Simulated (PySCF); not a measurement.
**Working with the constants of AlSb**

UHF-CCSD(T) constants of AlSb, ³Σ⁻ (triplet), unpaired electrons π ↑↑ (Al def2-SVP, Sb def2-SVP with ECP28; scalar-relativistic core potentials (PySCF 2.14); masses 26.9815 and 120.9038 u):

* ωe: 254.7 cm⁻¹
* ωexe: 1.01 cm⁻¹
* Be: 0.099952 cm⁻¹
* αe: 0.000520 cm⁻¹
* D (centrifugal): 6.16e-08 cm⁻¹
* De to Al + Sb: 1.45 eV

**Question.** Give the vibrational terms G(v) and spacings up to v = 6.

**Answer.** G(v) = ωe(v+½) − ωexe(v+½)².

```tsv
v	G(v) (cm⁻¹)	G(v) − G(v−1)	Bv (cm⁻¹)
0	127.1		0.09969
1	379.8	252.7	0.09917
2	630.4	250.7	0.09865
3	879.1	248.6	0.09813
4	1125.7	246.6	0.09761
5	1370.3	244.6	0.09709
6	1612.9	242.6	0.09657
```

**Question.** How well does the Morse estimate ωe²/(4ωexe) reproduce De, and what is D0?

**Answer.** It gives 1.99 eV, 137 % of the computed De. D0 = De − G(0) = 1.45 − 0.02 = 1.43 eV.

Correlated steps freeze 9 core orbitals. Correlated levels converge slowly with the basis: in double zeta they bind strong bonds too weakly, by up to about 1 eV, and carry superposition errors of some tenths. Spin–orbit coupling is left out, which matters for elements this heavy, above all for dissociation energies. The state was picked by a PBE0 search and need not be the measured ground state.
